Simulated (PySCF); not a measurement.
Vertical excitations of a molecule C2H6O2Si2 from PySCF with TDDFT-PBE/def2-SVPD, as energy in eV (oscillator strength): 3.12 (0.002), 4.48 (0.005), 4.86 (0.007), 5.10 (0.014), 5.35 (0.032), 5.54 (0.020), 5.92 (0.001), 6.08 (0.001), 6.17 (0.004), 6.33 (0.085). Lowest triplet (TDA): 2.51 eV. Geometry: PBE0-D3(BJ)/def2-SVP. One conformer was computed; it need not be the lowest.

Task: Which structure fits?
A) O=C1O[SiH2]C[SiH2]1
B) O=C1OC[Si@H]1[SiH3]
C) O=C1[SiH2]CO[SiH2]1
D) O=C1C[SiH2]O[SiH2]1

Result: D, O=C1C[SiH2]O[SiH2]1
